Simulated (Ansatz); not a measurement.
A nudged elastic band was laid between two geometries of CH9BOSi (13 atoms, charge 0, multiplicity 1).

The calculation used Ansatz, RKS B3LYP-D4/def2-SVP.

```yaml
movable_images: 9
climbing_image: yes
spring: 5.0 eV/Å²
optimiser: quadratic models (default)
start_path: through a guess of the saddle point
force_threshold: 0.05 eV/Å
iteration_limit: 60
end_points: relaxed
```

First end point:

```xyz
13
Properties=species:S:1:pos:R:3
B -0.270 -0.044 0.282
H -0.701 -0.070 1.427
H 0.776 0.572 0.154
C -1.355 0.149 -0.875
H -2.252 -0.494 -0.783
H -1.730 1.187 -0.814
H -0.948 0.019 -1.894
O 0.312 -1.673 0.093
Si -0.753 -3.015 -0.072
H 0.085 -4.208 0.229
H -1.866 -2.888 0.901
H -1.230 -3.032 -1.472
H 1.102 -1.784 0.640
```

Last end point:

```xyz
13
Properties=species:S:1:pos:R:3
B 0.082 -0.432 -0.708
H -0.397 -0.325 2.757
H 1.068 0.276 -0.713
C -1.328 0.169 -1.065
H -2.169 -0.542 -1.042
H -1.556 0.997 -0.369
H -1.291 0.633 -2.067
O 0.287 -1.735 -0.379
Si -0.690 -3.097 -0.250
H 0.207 -4.247 0.033
H -1.663 -2.924 0.865
H -1.424 -3.331 -1.526
H 0.043 -0.723 2.280
```

(1) What changes between the two ends?

(2) Give the energies along the band, and the barrier.

(3) What is the geometry of the highest image?

(4) What are the harmonic wavenumbers there?

Results:

(1) Bonds broken: B1–H2, O8–H13. Bonds formed: H2–H13. CH9BOSi becomes CH7BOSi + H2.

(2) It converged. The highest image is number 5 of 0 to 10, 78.8 kJ/mol above the first end and 169.0 kJ/mol above the last; the last end lies 90.1 kJ/mol below the first. A vibrational analysis at the climbing image gives one clearly imaginary mode, 1355i cm⁻¹: a first-order saddle point. The orbitals stay closed-shell, which can raise the energy where a bond breaks towards radicals; this wasn't checked here.

| image | path coordinate (Å) | energy (kJ/mol) | B1–H2 (Å) | O8–H13 (Å) | H2–H13 (Å) |
| --- | --- | --- | --- | --- | --- |
| 0 | 0.00 | 0.0 | 1.22 | 0.97 | 2.61 |
| 1 | 0.68 | 0.9 | 1.22 | 0.97 | 2.53 |
| 2 | 1.35 | 2.2 | 1.22 | 0.97 | 2.46 |
| 3 | 2.03 | 2.5 | 1.22 | 0.97 | 2.32 |
| 4 | 2.71 | 13.8 | 1.23 | 0.97 | 1.81 |
| 5 | 3.39 | 78.8 | 1.36 | 1.23 | 1.04 |
| 6 | 4.06 | -30.2 | 1.87 | 1.88 | 0.77 |
| 7 | 4.74 | -78.8 | 2.44 | 2.44 | 0.76 |
| 8 | 5.41 | -88.2 | 2.97 | 2.86 | 0.76 |
| 9 | 6.09 | -89.7 | 3.24 | 2.98 | 0.76 |
| 10 | 6.76 | -90.1 | 3.50 | 2.86 | 0.76 |

(3) 
```xyz
13
Properties=species:S:1:pos:R:3
B -0.020 -0.198 0.001
H -0.092 0.023 1.342
H 1.006 0.328 -0.358
C -1.399 0.164 -0.689
H -2.277 -0.331 -0.241
H -1.577 1.252 -0.650
H -1.370 -0.107 -1.760
O 0.232 -1.768 0.258
Si -0.663 -3.114 -0.222
H 0.091 -4.318 0.216
H -2.008 -3.112 0.421
H -0.809 -3.102 -1.703
H 0.056 -1.001 1.201
```

(4) 1355i, 69, 125, 143, 216, 339, 570, 611, 715, 734, 805, 889, 923, 953, 963, 979, 1001, 1072, 1105, 1178, 1309, 1346, 1447, 1449, 1992, 2126, 2227, 2249, 2255, 2592, 3017, 3090, 3100 cm⁻¹.

Time of the run: 7.1 min on 2 threads of Arm Neoverse V2, with other jobs on the host, peak memory 0.22 GiB.
